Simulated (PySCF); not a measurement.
Cartesian coordinates in Å; atom numbers follow the order of the lines, from 1:
```xyz
18

F     3.397   -0.653   -0.650
C     3.403    0.584   -0.213
F     4.613    1.071   -0.193
C     2.284    1.227    0.155
F     2.453    2.500    0.582
Al    0.496    0.431    0.099
C    -0.079   -1.360   -0.445
C    -1.531   -1.334    0.074
C    -2.157    0.065   -0.080
C    -1.267    1.155    0.552
H     0.495   -2.225   -0.078
H    -0.067   -1.436   -1.550
H    -1.538   -1.599    1.147
H    -2.164   -2.087   -0.426
H    -2.276    0.274   -1.160
H    -3.178    0.070    0.340
H    -1.520    2.169    0.209
H    -1.395    1.163    1.651
```

Geometry: PBE0-D3(BJ)/def2-SVP; GIAO shifts from PySCF 2.14, gas phase, non-relativistic, averaged over equivalent atoms.

At B3LYP/pcSseg-1 (217 basis functions, 70 s wall time on 1 thread of an Arm Neoverse N1, shared host):
```csv
atoms,δ (ppm)
F3,-76.4
F1,-118.5
F5,-214.6
C2,178.4
C4,145.0
C8/C9,31.3
C7/C10,9.0
Al6,231.9
H13/H14/H15/H16,1.67
H11/H12/H17/H18,0.34
```

Scale: CFCl3 for $^{19}$F (171.94 ppm); $^{13}$C (179.24 ppm), $^{1}$H (31.38 ppm) against TMS; AlH4- for $^{27}$Al (484.83 ppm) (reference shieldings calculated alike).

Question: What do these become at PBE0/pcSseg-1?

Answer: 
| atoms | δ at PBE0/pcSseg-1 | change |
| --- | --- | --- |
| F3 | -73.8 | +2.6 |
| F1 | -115.4 | +3.1 |
| F5 | -214.5 | +0.1 |
| C2 | 176.0 | -2.4 |
| C4 | 142.2 | -2.8 |
| C8/C9 | 29.7 | -1.6 |
| C7/C10 | 8.5 | -0.5 |
| Al6 | 225.9 | -6.0 |
| H13/H14/H15/H16 | 1.66 | -0.01 |
| H11/H12/H17/H18 | 0.36 | +0.02 |

References, each an isolated molecule treated in the same way: $^{19}$F (177.25 ppm) vs CFCl3; TMS for $^{13}$C (184.41 ppm) and $^{1}$H (31.27 ppm); AlH4- for $^{27}$Al (489.28 ppm).

The largest change is at Al6 (aluminium bonded to 3 C, in a 5-membered ring). Cost: 217 basis functions, 73 s wall time on 1 thread of an Arm Neoverse N1, shared host. The order of the carbon signals is the same at both levels.

Unscaled 19F shifts against computed CFCl3 carry errors that often reach 10 to 50 ppm.
